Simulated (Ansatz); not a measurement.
Ta₂O₆H₂. Total charge 0; singlet. Geometry PBE-D4/def2-SVP, basis def2-TZVP, Ansatz.

| atom | x (Å) | y (Å) | z (Å) |
| --- | --- | --- | --- |
| Ta1 | -0.086 | -0.376 | -1.028 |
| Ta2 | 0.376 | 0.329 | 1.904 |
| O3 | -0.610 | 1.616 | 2.521 |
| O4 | 1.473 | 0.719 | 0.286 |
| O5 | 0.995 | 1.324 | -0.963 |
| O6 | -1.572 | -0.105 | -2.191 |
| O7 | -0.707 | -0.811 | 0.829 |
| O8 | 0.863 | -1.687 | -1.658 |
| H9 | 1.151 | -0.486 | 3.311 |
| H10 | -1.883 | -0.522 | -3.013 |

```
run  HOMO (eV)  LUMO (eV)
  A      -7.77      -3.85
  B      -7.27      -3.98
  C      -8.68      -3.36
  D      -8.92      -3.06
  E      -7.64      -3.81
  F      -8.51      -3.44
```

In the def2 sets Ta takes a core potential; there is no spin–orbit coupling. B3LYP takes the VWN-RPA correlation. HSE06 is defined as in plane-wave codes, on full-range PBE exchange. The structure holds one bond between oxygen atoms, so isomers without such links may lie far lower. The structure comes from a short search, and lower isomers may exist.

Task: The runs used B3LYP, B97M-V, HSE06, PBE, PBE0, r2SCAN. Estimate which is which.

Result: A B97M-V (0 % exact exchange); B PBE (0 % exact exchange); C B3LYP (20 % exact exchange); D PBE0 (25 % exact exchange); E r2SCAN (0 % exact exchange); F HSE06 (range-separated). Exact exchange lowers occupied and raises empty levels; among semilocal functionals meta-GGAs tend to open the gap a little, and such runs are hard to tell apart. The gap grows from 3.29 eV (PBE) to 5.86 eV (PBE0).
